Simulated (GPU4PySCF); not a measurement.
GPU4PySCF job for 3-hexylthiophene (C10H16S), SMILES c1sccc1CCCCCC, PBE0/pcSseg-1. Coordinates come from a PBE0-D3(BJ)/def2-TZVP optimisation. Other conformers were not sampled.

```python
import numpy as np
import cupy as cp
from pyscf import gto, lo
from gpu4pyscf import dft
from gpu4pyscf.properties import shielding

mol = gto.M(
    atom='''
    C     5.38291025    0.25821337   -0.23576617
    C     4.35610456   -0.85806028   -0.31063620
    C     2.94400028   -0.38886149   -0.00105852
    C     1.91304204   -1.50358154   -0.08153088
    C     0.50353634   -1.09011891    0.31679480
    C    -0.12437165   -0.05349766   -0.61294477
    C    -1.53909048    0.26733607   -0.24899243
    C    -2.63052542   -0.63078012   -0.41889934
    C    -3.81645659   -0.12071478    0.01542184
    S    -3.62531829    1.45544225    0.63823615
    C    -1.94885515    1.44098662    0.31792102
    H     5.15037660    1.05511797   -0.94770944
    H     6.38887671   -0.10367616   -0.45967803
    H     5.40509106    0.70564058    0.76188646
    H     4.62969626   -1.65866260    0.38614543
    H     4.37361512   -1.30878138   -1.30968932
    H     2.92088025    0.05260934    1.00364767
    H     2.68045255    0.41915776   -0.69281058
    H     2.23481163   -2.32723635    0.56585416
    H     1.89804520   -1.90904662   -1.10115701
    H    -0.13965669   -1.97567821    0.34097638
    H     0.50859546   -0.69242361    1.33801973
    H    -0.08897430   -0.43196955   -1.64166486
    H     0.46547678    0.86608177   -0.60084982
    H    -2.53285653   -1.61749310   -0.85442699
    H    -4.78993468   -0.58619859   -0.00346934
    H    -1.34116827    2.29995501    0.56129093
    ''',
    basis='pcSseg-1',
    charge=0,
    spin=0,
    max_memory=12000,
    verbose=3,
)
mf = dft.RKS(mol, xc='pbe0').density_fit(auxbasis='def2-universal-jkfit')
mf.grids.atom_grid = (99, 590)
mf.conv_tol = 1e-10
mf.max_cycle = 100
mf.kernel()
dia, para = shielding.eval_shielding(mf)
sigma = (dia + para).get()
print('atom   isotropic/ppm   span/ppm')
for i, s in enumerate(sigma):
    w = np.linalg.eigvalsh((s + s.T) / 2)
    print(f'{mol.atom_symbol(i):2s}{i + 1:3d} {w.mean():14.3f} {w[2] - w[0]:11.3f}')
```

Log of the run:

```
converged SCF energy = -788.204902120151
atom   isotropic/ppm   span/ppm
C   1        169.277      30.238
C   2        158.616      27.180
C   3        151.739      40.896
C   4        152.566      29.891
C   5        149.289      33.793
C   6        153.157      36.497
C   7         37.561     182.242
C   8         53.344     177.042
C   9         53.525     182.248
S  10        293.733     234.445
C  11         59.235     161.516
H  12         30.570       9.875
H  13         30.286      12.456
H  14         30.567      10.040
H  15         30.305      10.050
H  16         30.323      10.006
H  17         30.640       8.351
H  18         30.095       9.443
H  19         30.056      10.963
H  20         30.250       9.094
H  21         29.773      11.587
H  22         30.214       6.972
H  23         29.201       8.735
H  24         28.778      10.425
H  25         24.446       7.127
H  26         24.414       5.737
H  27         24.753       6.366
```

The run converged.
